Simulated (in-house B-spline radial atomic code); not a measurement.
Computed with a B-spline radial atomic code. Model: two electrons, singlet ground state, non-relativistic, full CI in B-splines with partial waves to l = 8 (at full coupling up to 3e-4 hartree above the limit, correlation up to 0.6 % small), density held at that of full coupling by Lieb maximisation.

Along the adiabatic connection the electron repulsion is scaled by a coupling λ while a local potential keeps the density fixed. At λ = 0 the system is the Kohn-Sham one and W equals the exchange energy; the exchange-correlation energy is the area under W between 0 and 1. The kinetic energy rises with λ as the electrons avoid each other, with dT/dλ = −λ dW/dλ.

Command:
```bash
python run_ac.py task.json out
```
Settings (lengths in bohr, energies in hartree):
```
potential              ball
strength               1
lmax                   8
wall_radius            14.3
```

Cost of the run: 5 s on 1 thread of Intel(R) Xeon(R) Processor @ 2.30GHz (shared host).

**W = mean repulsion less Hartree energy, and W of three functionals.**

Given: confinement empty hard sphere; hard wall radius 14.3 bohr; external potential zero inside.

Computed: LDA exchange minus exact 11.703 millihartree; SCAN exchange minus exact -4.1758 millihartree.

| coupling | W xc (hartree) | W xc minus exchange (millihartree) | kinetic minus Kohn-Sham (millihartree) | LDA (PW92) W minus its exchange (millihartree) | PBE W minus its exchange (millihartree) | SCAN W minus its exchange (millihartree) |
| --- | --- | --- | --- | --- | --- | --- |
| 0 | -0.10823 | 0 | 0 | 0 | 0 | 0 |
| 0.02 | -0.1108 | -2.572 | 0.03 | -7.05 | -4.11 | -1.86 |
| 0.05 | -0.1142 | -5.966 | 0.14 | -12.95 | -8.32 | -4.34 |
| 0.12 | ? | ? | ? | ? | ? | ? |
| 0.25 | -0.12769 | -19.458 | 1.96 | -31.43 | -23.26 | -15.66 |
| 0.4 | -0.13257 | -24.336 | 3.52 | -38.39 | -29.31 | -20.86 |
| 0.6 | -0.13638 | -28.152 | 5.39 | -44.5 | -34.74 | -25.58 |
| 0.8 | -0.13876 | -30.526 | 7.04 | -48.74 | -38.58 | -28.82 |
| 1 | -0.1404 | -32.166 | 8.5 | -51.93 | -41.48 | -31.17 |
| 1.4 | -0.14256 | -34.332 | 11.07 | -56.5 | -45.68 | -34.32 |
| 2 | -0.14451 | -36.279 | 14.32 | -61 | -49.83 | -37.05 |
| 3 | -0.14637 | -38.137 | 18.88 | -65.62 | -54.14 | -39.38 |
| 4.5 | ? | ? | ? | ? | ? | ? |
| 7 | -0.14936 | -41.129 | 32.67 | -73.57 | -61.6 | -42.21 |
| 10 | -0.15035 | -42.117 | 40.94 | -76.25 | -64.13 | -42.86 |

(1) What belongs in the row 0.12?

(2) What belongs in the row 4.5?

(3) What is the PBE exchange minus exact?

**Energy parts, natural occupations and partial-wave weights.**

Computed: total energy 0.1401 hartree; exchange energy -0.10823 hartree; kinetic part over minus potential part 0.26436; Hartree energy 0.21646 hartree; Kohn-Sham kinetic 0.055554 hartree; Lieb Oxford ratio E_xc over LDA exchange 1.3664.

| natural | occupation of the shell (electrons) |
| --- | --- |
| s | 1.5818 |
| p | ? |
| s | 0.0039518 |
| d | 0.00074437 |
| p | 1.6617e-05 |
| d | 7.7722e-06 |

(4) What belongs in the row p?

| wave | weight |
| --- | --- |
| s | 0.79286 |
| p | 0.20676 |
| d | ? |
| f | 2.8223e-06 |
| g | 1.4399e-06 |

(5) What belongs in the row d?

(6) What is the kinetic part of the DFT correlation energy?

(7) What is the correlation energy?

## Answers

(1) W xc (hartree): -0.12038; W xc minus exchange (millihartree): -12.153; kinetic minus Kohn-Sham (millihartree): 0.66; LDA (PW92) W minus its exchange (millihartree): -21.7; PBE W minus its exchange (millihartree): -15.14; SCAN W minus its exchange (millihartree): -9.14.

(2) W xc (hartree): -0.14793; W xc minus exchange (millihartree): -39.697; kinetic minus Kohn-Sham (millihartree): 24.62; LDA (PW92) W minus its exchange (millihartree): -69.71; PBE W minus its exchange (millihartree): -57.97; SCAN W minus its exchange (millihartree): -41.02.

(3) 1.8041 millihartree.

(4) occupation of the shell (electrons): 0.4135.

(5) weight: 0.00037641.

(6) 0.0085034 hartree.

(7) -0.023663 hartree.

Half-way to full coupling W has made 82 % of its drop, against 50 % for a straight line, and second-order (GL2) theory, half the initial slope, overshoots the correlation energy by about 185 %: correlation is strong. Over couplings 0 to 1 the errors in E_xc come to about -2.7 millihartree for LDA, -3.9 millihartree for PBE, -1.7 millihartree for SCAN, so SCAN is nearest. In LDA and PBE and SCAN the errors of exchange and correlation have opposite signs, so the sum is smaller than the larger of the two.
